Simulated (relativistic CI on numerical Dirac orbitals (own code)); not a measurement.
Sensitivity of the levels of Kr to α and to the nuclear radius

Method of calculation: Dirac-Coulomb-Breit CI, orbitals from a KLI potential per configuration, valence Slater integrals scaled by 0.85, P86 correlation energy added to each configuration, derivatives by finite differences, QED left out (own radial code, finite nucleus).

CI space (outside the closed core [Ar] 3d10 4s2): 4p6, 4p5 5s, 4p5 5p, 4p5 4d, 4p5 6s, 4p5 5d, 4p5 4f. Double excitations out of closed p, d and f shells are left out; levels of such configurations are missing from the list, as are those of other unlisted configurations, and high levels can miss mixing partners.

With x = (α/α₀)² − 1 an excitation energy changes as ω = ω₀ + qx; K = 2q/ω₀ is the relative enhancement. Terms are leading LS components, so labels can repeat. The field-shift factor is F = δν/δ⟨r²⟩ for the transition from the lowest level.

Lowest level 4p6 1S_0.

```csv
Level,ω₀ (cm⁻¹),q (cm⁻¹),F (GHz/fm²)
4p5 5s 3P°_2,80639.6,-2648,1.47
4p5 5s 1P°_1,81609.2,-2448,1.41
4p5 5s 3P°_0,85963.8,2892,1.43
4p5 5s 3P°_1,86612.2,2810,1.38
4p5 5p 3S_1,90972.9,-2067,1.04
4p5 5p 3D_3,91812.1,-2124,1.04
4p5 5p 3D_2,91878.0,-2272,1.04
4p5 5p 1P_1,92448.5,-2172,1.04
4p5 5p 3P_2,92564.8,-2121,1.04
4p5 5p 3P_0,93800.1,-1924,1.03
4p5 5p 3D_1,97211.7,3297,1
4p5 4d 3P°_0,97391.1,-1907,1.02
4p5 5p 3D_2,97492.8,3470,1
4p5 5p 3P_1,97502.3,3343,1
4p5 4d 3P°_1,97639.7,-1862,1.02
4p5 4d 3F°_4,97993.1,-2046,1.03
4p5 4d 3P°_2,98053.0,-1879,1.04
4p5 4d 3F°_3,98368.1,-2004,1.04
4p5 5p 1S_0,98729.6,3151,1
4p5 4d 1D°_2,98857.8,-2005,1.04
4p5 4d 3D°_3,98969.8,-2095,1.05
4p5 6s 3P°_2,99544.5,-2281,1.19
4p5 6s 1P°_1,99737.4,-2170,1.15
```

Correlation outside the listed configurations is missing or only estimated: errors of thousands of cm⁻¹ between configurations and terms are usual at this charge. Rates and lifetimes follow the computed energies and can be off by large factors. The fine structure of a lone outer electron comes out too small, for d and f at times inverted, and misplaced configurations move strength between like terms.

(1) Which transition from the lowest level has the largest |K|?

## Answers

(1) 4p5 5p 3D_2 at 97492.8 cm⁻¹, K = 0.0712.
